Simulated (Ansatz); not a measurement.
Geometry optimisation, RKS PBE-D4/def2-SVP in Ansatz 0.2.0.

Input file:

```yaml
crystal:
  periodic: [false, false, false]
  atoms:
    - { symbol: Si, position_ang: [-0.308441, -0.114154, 0.025019] }
    - { symbol: "N", position_ang: [1.459612, 0.075479, -0.150139] }
    - { symbol: O, position_ang: [-0.739469, -0.620929, -1.508828] }
    - { symbol: H, position_ang: [0.144298, -0.678775, -1.921478] }
    - { symbol: O, position_ang: [-1.096253, 1.305798, 0.425084] }
    - { symbol: O, position_ang: [-0.649149, -1.280098, 1.164382] }
    - { symbol: H, position_ang: [2.037166, -0.477426, 0.495975] }
    - { symbol: H, position_ang: [1.815271, 1.035921, -0.183899] }
    - { symbol: H, position_ang: [-1.610407, 1.672944, -0.318997] }
    - { symbol: H, position_ang: [-1.052427, -0.918761, 1.97288] }
basis:
  gaussian: { orbitals: def2-SVP }
hamiltonian:
  xc: pbe
  dispersion: d4
relax:
  f_tol: 0.03
  max_steps: 50
```

Run as:

```bash
$ ansatz run input.yaml --threads 2 --pin off --max-ram 3072MiB --backend cpu --events-out ev --progress --plain --runs-dir out
```

Task: Where does it end, and by what steps?

Result: The run converged. After 13 steps the energy has fallen by 0.165 eV; H7 moved furthest, 0.56 Å.

```csv
step,energy less start (eV),largest force component (eV/Å),accepted
0,0.0000,1.083,yes
1,-0.0449,0.681,yes
2,-0.0825,0.645,yes
3,-0.0447,0.951,no
4,-0.1015,0.652,yes
5,-0.1119,0.135,yes
6,-0.1138,0.203,yes
7,-0.1360,0.145,yes
8,0.0129,2.021,no
9,-0.1491,0.147,yes
10,-0.1604,0.145,yes
11,-0.1589,0.143,no
12,-0.1630,0.098,yes
13,-0.1653,0.010,yes
```

```xyz
10
Properties=species:S:1:pos:R:3
Si -0.180 -0.043 0.048
N 1.537 0.086 0.014
O -0.738 -0.335 -1.507
H -0.200 -0.990 -1.985
O -1.088 1.284 0.524
O -0.450 -1.254 1.166
H 2.045 -0.073 0.886
H 1.986 0.810 -0.548
H -1.604 1.659 -0.210
H -1.308 -1.145 1.612
```

Whether the end is a true minimum wasn't checked by a vibrational analysis.

The run took 13 s on 2 threads of Intel(R) Xeon(R) 6985P-C CPU @ 2.30GHz (Granite Rapids), with other jobs on the host, peak memory 0.15 GiB.
